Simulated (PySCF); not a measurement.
Core binding energy against partial charge

Compound: C4H8BFO2.
Cartesian coordinates in Å at the PBE0-D3(BJ)/def2-SVP level; atoms count from 1:
```
atom  x, y, z in Å
C1     2.1655    0.3022   -0.4110
C2     0.8682    0.7392    0.2475
C3    -0.1594   -0.3698    0.2998
O4    -0.4953   -0.8321   -1.0091
B5    -1.8428   -0.9648   -1.0675
O6    -2.4703   -0.5645    0.0880
C7    -1.5180    0.0200    0.9141
F8    -1.6998    1.3725    0.9042
H9     2.8846    1.1329   -0.4571
H10    2.6415   -0.5227    0.1432
H11    1.9809   -0.0482   -1.4367
H12    1.0522    1.0826    1.2792
H13    0.4259    1.5936   -0.2875
H14    0.2490   -1.2311    0.8591
H15   -2.4341   -1.4006   -2.0141
H16   -1.6553   -0.3185    1.9530
```

Binding energies: delta-SCF UKS SCAN, pcX-2 on the ionised atom, pcseg-1 elsewhere, spin-free X2C in PySCF 2.14.0. Charges: PBE0/pcSseg-1 ground-state density, for the ionised atom.

| atom | environment | C 1s (eV) | Mulliken (e) | IAO (e) | Hirshfeld (e) | ESP (e) |
| --- | --- | --- | --- | --- | --- | --- |
| C1 | methyl carbon | 290.82 | -0.275 | -0.411 | -0.114 | -0.212 |
| C2 | chain CH2 carbon | 291.05 | -0.229 | -0.253 | -0.074 | +0.090 |
| C3 | sp3 carbon bound to oxygen | 292.69 | -0.080 | +0.053 | +0.040 | +0.090 |
| C7 | sp3 C–F carbon | 294.87 | +0.493 | +0.337 | +0.129 | +0.502 |

How well does each charge scheme correlate with the binding energies over these sites?

Hirshfeld: r = 0.98, slope 16.6 eV per e; IAO: r = 0.98, slope 5.5 eV per e; Mulliken: r = 0.97, slope 5.1 eV per e; ESP: r = 0.91, slope 5.8 eV per e. On 4 points no scheme stands out.

The point-charge model writes a binding energy as kq + V + constant, with V the potential of the other atoms' charges at the site. What does it give with the ESP charges?

V = Σ 14.40 eV Å × q/r over all other atoms: +3.10 eV at C1, -0.45 eV at C2, +0.13 eV at C3, -5.64 eV at C7. Fitting binding energy − V to q gives k = 18.2 eV per e and leaves an rms residual of 0.66 eV, against 0.67 eV for the fit on q alone. The model has no term for differences in relaxation between sites.

The structure is a single PBE0-D3(BJ)/def2-SVP conformer in the gas phase; no vibrational or solvent corrections.
